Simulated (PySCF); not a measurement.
Si(OSiH3)(F)3 (F3H3OSi2), SMILES F[Si](F)(F)O[SiH3]. Atoms are numbered in the order given.

```xyz
9

F      1.4739     0.2670    -1.2913
Si     0.7726     0.2001     0.1443
F      1.7045    -0.6687     1.1072
F      0.7154     1.6889     0.7250
O     -0.6927    -0.4470     0.0492
Si    -2.2916    -0.6263    -0.4059
H     -2.3624    -0.7628    -1.8851
H     -3.0586     0.5694     0.0343
H     -2.8161    -1.8492     0.2525
```

Geometry optimised at B3LYP-D3(BJ)/def2-SVP. Other conformers were not sampled.

Computed with PySCF 2.14.0 with B3LYP-D3(BJ)/def2-SVP.

Frequencies are harmonic and unscaled.

A small imaginary wavenumber (i) marks a very flat motion, where grid noise or a shallow saddle decides the sign.

```csv
mode,ν (cm⁻¹),IR (km/mol),moving atoms (share of kinetic energy)
1,24i,0.0,H 92 %
2,8i,0.6,"F 34 %, O 34 %, Si 18 %, H 14 %"
3,38,0.5,"F 34 %, O 33 %, Si 23 %, H 11 %"
4,248,1.6,"F 77 %, O 16 %"
5,254,0.0,"F 75 %, O 23 %"
6,324,61.0,"F 61 %, Si 29 %"
7,373,41.5,"F 57 %, Si 22 %, O 19 %"
8,376,45.9,"F 56 %, Si 22 %, O 20 %"
9,587,10.7,"Si 53 %, F 36 %"
10,731,58.4,"H 84 %, Si 8 %"
11,736,59.2,"H 84 %, Si 8 %"
12,866,106.4,"F 59 %, Si 30 %"
13,957,65.7,H 95 %
14,958,65.1,H 95 %
15,994,389.8,"H 81 %, Si 14 %"
16,1000,215.3,"Si 50 %, F 49 %"
17,1006,220.3,"Si 50 %, F 49 %"
18,1196,570.1,"O 72 %, Si 22 %"
19,2248,65.0,H 98 %
20,2251,130.2,H 96 %
21,2263,111.6,H 96 %
```
